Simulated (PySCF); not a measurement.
PySCF input for C₂BrClF₂, SMILES C(/F)(Br)=C(\Cl)F, TDDFT-M06-2X/def2-SVPD. The structure is a stationary point at TPSSh-D3(BJ)/def2-SVP.

```python
import numpy as np
from pyscf import gto, scf, dft, tdscf

mol = gto.M(
    atom='''
    F     1.15117711    2.25543720    0.00000000
    C     0.29424320    1.24124846    0.00000000
    Cl   -1.35569334    1.69628189    0.00000000
    C     0.74402308   -0.02597919    0.00000000
    F     2.05134101   -0.26472285    0.00000000
    Br   -0.34301354   -1.54413820    0.00000000
    ''',
    basis='def2-SVPD',
    charge=0,
    spin=0,
    symmetry=True,
    max_memory=1600,
    verbose=4,
)
mf = dft.RKS(mol, xc='m06-2x').density_fit(auxbasis='def2-universal-jkfit')
mf.grids.level = 4
mf.conv_tol = 1e-9
mf.max_cycle = 100
mf.kernel()
mf.grids = dft.Grids(mol).set(level=2).build(with_non0tab=True)  # coarser grid for the response kernel
td = tdscf.TDDFT(mf)
td.singlet = True
td.nstates = 10
td.conv_tol = 1e-4
td.positive_eig_threshold = 1e-6
td.kernel(x0=td.get_init_guess(mf, 15))
td.analyze()
tt = tdscf.TDA(mf)
tt.singlet = False
tt.nstates = 4
tt.conv_tol = 1e-4
tt.positive_eig_threshold = 1e-6
tt.kernel(x0=tt.get_init_guess(mf, 9))
tt.analyze(verbose=3)
```

Output:

```
PySCF version 2.14.0

[INPUT] verbose = 4
[INPUT] num. atoms = 6
[INPUT] num. electrons = 82
[INPUT] charge = 0
[INPUT] spin (= nelec alpha-beta = 2S) = 0
[INPUT] symmetry True subgroup None
[INPUT] Mole.unit = angstrom
[INPUT] Symbol           X                Y                Z      unit          X                Y                Z       unit  Magmom
[INPUT]  1 F      1.151177110000   2.255437200000   0.000000000000 AA    2.175409458768   4.262158599156   0.000000000000 Bohr   0.0
[INPUT]  2 C      0.294243200000   1.241248460000   0.000000000000 AA    0.556039062016   2.345619641938   0.000000000000 Bohr   0.0
[INPUT]  3 Cl    -1.355693340000   1.696281890000   0.000000000000 AA   -2.561889121497   3.205508202160   0.000000000000 Bohr   0.0
[INPUT]  4 C      0.744023080000  -0.025979190000   0.000000000000 AA    1.405999851555  -0.049093554038   0.000000000000 Bohr   0.0
[INPUT]  5 F      2.051341010000  -0.264722850000   0.000000000000 AA    3.876472696989  -0.500253685414   0.000000000000 Bohr   0.0
[INPUT]  6 Br    -0.343013540000  -1.544138200000   0.000000000000 AA   -0.648201647618  -2.917998296479   0.000000000000 Bohr   0.0

nuclear repulsion = 494.797299791595
point group symmetry = Cs
symmetry origin: [ 1.84363514e-09 -2.30454398e-09  0.00000000e+00]
symmetry axis x: [ 1.0000000e+00 -1.8647589e-09  0.0000000e+00]
symmetry axis y: [1.8647589e-09 1.0000000e+00 0.0000000e+00]
symmetry axis z: [0. 0. 1.]
num. orbitals of irrep A' = 107
num. orbitals of irrep A" = 47
number of shells = 60
number of NR pGTOs = 254
number of NR cGTOs = 154
basis = def2-SVPD
ecp = {}


[settings echo left out]
init E= -3309.40423493754
HOMO (A") = -0.223750897222085  LUMO (A') = -0.0223919086919109  gap/eV = 5.47926
cycle= 1 E= -3309.37986135242  delta_E= 0.0244  |g|=  0.7  |ddm|= 3.74
HOMO (A") = -0.375155917822977  LUMO (A") = -0.0995619837190822  gap/eV = 7.49929
cycle= 2 E= -3309.31152586675  delta_E= 0.0683  |g|= 0.939  |ddm|= 3.53
HOMO (A") = -0.323645411857709  LUMO (A') = -0.0101338506687734  gap/eV = 8.53108
cycle= 3 E= -3309.48856343641  delta_E= -0.177  |g|= 0.0526  |ddm|=    2
HOMO (A") = -0.318925042716639  LUMO (A') = -0.00472813704971653  gap/eV = 8.54973
cycle= 4 E= -3309.48902640108  delta_E= -0.000463  |g|= 0.0223  |ddm|= 0.127
HOMO (A") = -0.321037467026069  LUMO (A') = -0.00494103863617745  gap/eV = 8.60142
cycle= 5 E= -3309.48910919868  delta_E= -8.28e-05  |g|= 0.00871  |ddm|= 0.0402
HOMO (A") = -0.320829883925194  LUMO (A') = -0.00528731159574924  gap/eV = 8.58635
cycle= 6 E= -3309.48912777881  delta_E= -1.86e-05  |g|= 0.00238  |ddm|= 0.019
HOMO (A") = -0.320762033199047  LUMO (A') = -0.00518030564950056  gap/eV = 8.58742
cycle= 7 E= -3309.48912893397  delta_E= -1.16e-06  |g|= 0.000751  |ddm|= 0.00392
HOMO (A") = -0.320784661548557  LUMO (A') = -0.00521287032683571  gap/eV = 8.58715
cycle= 8 E= -3309.48912908147  delta_E= -1.48e-07  |g|= 0.000322  |ddm|= 0.0015
HOMO (A") = -0.320774009763503  LUMO (A') = -0.00520790106513935  gap/eV = 8.58699
cycle= 9 E= -3309.48912910465  delta_E= -2.32e-08  |g|= 3.33e-05  |ddm|= 0.000498
HOMO (A") = -0.320776373316362  LUMO (A') = -0.00520797818849683  gap/eV = 8.58705
cycle= 10 E= -3309.48912910504  delta_E= -3.98e-10  |g|= 1.25e-05  |ddm|= 9.42e-05
HOMO (A") = -0.32077540097287  LUMO (A') = -0.00520895307999947  gap/eV = 8.58700
Extra cycle  E= -3309.48912910507  delta_E= -3e-11  |g|= 9e-06  |ddm|= 4.06e-05
converged SCF energy = -3309.48912910507
tot grids = 70448
Overwritten attributes  positive_eig_threshold  of <class 'pyscf.tdscf.rks.TDDFT'>


******** <class 'pyscf.tdscf.rks.TDDFT'> for <class 'pyscf.df.df_jk.DFSymAdaptedRKS'> ********
nstates = 10 singlet
deg_eia_thresh = 1.000e-03
wfnsym = None
conv_tol = 0.0001
eigh lindep = 1e-12
eigh level_shift = 0
eigh max_cycle = 100


Excitation energies (eV)
[5.09416629 6.34764685 6.65317189 6.69084597 6.72907431 7.5092748
 7.54050782 7.77575531 8.04546862 8.08555404]

** Singlet excitation energies and oscillator strengths **
Excited State   1:   A"      5.09417 eV    243.38 nm  f=0.0000
      41 -> 42        0.64957
      41 -> 45       -0.14388
      41 -> 46       -0.13325
      41 -> 47        0.11759
Excited State   2:   A"      6.34765 eV    195.32 nm  f=0.0000
      39 -> 42        0.18743
      41 -> 42       -0.12686
      41 -> 44        0.36978
      41 -> 45       -0.41120
      41 -> 46        0.23968
      41 -> 47        0.14821
      41 -> 52        0.16223
Excited State   3:   A'      6.65317 eV    186.35 nm  f=0.2380
      40 -> 42        0.40676
      40 -> 46       -0.10635
      41 -> 43        0.55080
Excited State   4:   A"      6.69085 eV    185.30 nm  f=0.0023
      41 -> 44        0.45553
      41 -> 45        0.46732
      41 -> 52        0.15060
Excited State   5:   A'      6.72907 eV    184.25 nm  f=0.1648
      40 -> 42       -0.51464
      40 -> 46        0.17405
      41 -> 43        0.43188
Excited State   6:   A"      7.50927 eV    165.11 nm  f=0.0001
      39 -> 42        0.35584
      39 -> 46       -0.12743
      40 -> 43       -0.55910
      41 -> 45        0.10376
Excited State   7:   A"      7.54051 eV    164.42 nm  f=0.0013
      37 -> 42       -0.10762
      39 -> 42       -0.46596
      39 -> 46        0.16904
      40 -> 43       -0.42651
      41 -> 44        0.10119
      41 -> 45       -0.14204
Excited State   8:   A"      7.77576 eV    159.45 nm  f=0.0388
      39 -> 42        0.18480
      41 -> 45       -0.19336
      41 -> 46       -0.48698
      41 -> 49        0.18358
      41 -> 50        0.29973
      41 -> 55       -0.14480
Excited State   9:   A"      8.04547 eV    154.10 nm  f=0.0016
      41 -> 42       -0.11539
      41 -> 44        0.18635
      41 -> 46       -0.34255
      41 -> 49       -0.34227
      41 -> 50       -0.37822
      41 -> 55        0.13201
      41 -> 56        0.10654
Excited State  10:   A"      8.08555 eV    153.34 nm  f=0.0051
      41 -> 42       -0.13745
      41 -> 44       -0.19455
      41 -> 46       -0.18983
      41 -> 47        0.60864
      41 -> 52        0.11482

** Transition electric dipole moments (AU) **
state          X           Y           Z        Dip. S.      Osc.
  1        -0.0000      0.0000     -0.0196      0.0004      0.0000
  2        -0.0000      0.0000      0.0164      0.0003      0.0000
  3        -0.2817      1.1750     -0.0000      1.4600      0.2380
  4         0.0000     -0.0000     -0.1192      0.0142      0.0023
  5        -0.2528      0.9673      0.0000      0.9996      0.1648
  6         0.0000      0.0000     -0.0272      0.0007      0.0001
  7        -0.0000     -0.0000      0.0846      0.0072      0.0013
  8         0.0000     -0.0000      0.4511      0.2035      0.0388
  9        -0.0000      0.0000     -0.0900      0.0081      0.0016
 10        -0.0000     -0.0000      0.1608      0.0258      0.0051

** Transition velocity dipole moments (imaginary part, AU) **
state          X           Y           Z        Dip. S.      Osc.
  1         0.0000     -0.0000     -0.0121      0.0001      0.0005
  2         0.0000      0.0000      0.0075      0.0001      0.0002
  3        -0.0683      0.2926      0.0000      0.0903      0.2461
  4        -0.0000     -0.0000     -0.0329      0.0011      0.0029
  5        -0.0691      0.2500     -0.0000      0.0673      0.1813
  6        -0.0000     -0.0000     -0.0037      0.0000      0.0000
  7         0.0000      0.0000      0.0187      0.0003      0.0008
  8        -0.0000     -0.0000      0.1309      0.0171      0.0400
  9        -0.0000     -0.0000     -0.0091      0.0001      0.0002
 10         0.0000     -0.0000      0.0616      0.0038      0.0085

** Transition magnetic dipole moments (imaginary part, AU) **
state          X           Y           Z
  1         0.0220      0.0511     -0.0000
  2         0.0451      0.2309     -0.0000
  3         0.0000      0.0000     -0.3571
  4        -0.0193      0.0892      0.0000
  5        -0.0000      0.0000     -1.1819
  6        -0.4655     -0.0556      0.0000
  7         0.5599     -0.4727      0.0000
  8         0.4338     -0.4848      0.0000
  9         0.3011      0.7092     -0.0000
 10        -0.2424     -0.1230      0.0000
Overwritten attributes  positive_eig_threshold  of <class 'pyscf.tdscf.rks.TDA'>


******** <class 'pyscf.tdscf.rks.TDA'> for <class 'pyscf.df.df_jk.DFSymAdaptedRKS'> ********
nstates = 4 triplet
deg_eia_thresh = 1.000e-03
wfnsym = None
conv_tol = 0.0001
eigh lindep = 1e-12
eigh level_shift = 0
eigh max_cycle = 100


Excitation energies (eV)
[4.20299347 4.76651501 5.91176277 6.06095137]

** Triplet excitation energies and oscillator strengths **
Excited State   1:   A'      4.20299 eV    294.99 nm  f=0.0000
Excited State   2:   A"      4.76652 eV    260.11 nm  f=0.0000
Excited State   3:   A"      5.91176 eV    209.72 nm  f=0.0000
Excited State   4:   A'      6.06095 eV    204.56 nm  f=0.0000
```

Self-consistency was reached.
